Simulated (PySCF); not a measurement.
**How methods differ on the ionisation energy of Cl(15+)**

Cl(15+) 1s2 (1S) → Cl(16+) 1s1 (2S), as a difference of total energies. All numbers are calculated (PySCF 2.14, the spin-free X2C one-electron Hamiltonian (Gaussian nucleus), in an even-tempered Gaussian basis (17 s from 11 bohr⁻², ratio 2.2; 7 p from 17 bohr⁻², ratio 2.4; 4 d from 50 bohr⁻², ratio 2.4; 3 f from 75 bohr⁻², ratio 2.4; 3 g from 110 bohr⁻², ratio 2.4)). Correlated levels: nothing frozen; virtual orbitals above 40 to 60 times the deepest correlated orbital energy dropped. The calculations carry no spin-orbit coupling.

| method | ionisation energy (eV) | difference from reference (eV) |
| --- | --- | --- |
| UHF | 3658.7 | +0.4 |
| MP2 (all electrons) | 3660.0 | +1.7 |
| SCS-MP2 (all electrons) | 3660.2 | +1.9 |
| CCSD (all electrons) | 3660.0 | +1.7 |

Reference: 3658.3 eV (theoretical estimate listed by NIST; NIST Atomic Spectra Database, ionization energies).

With two correlated electrons CCSD is exact in that space.
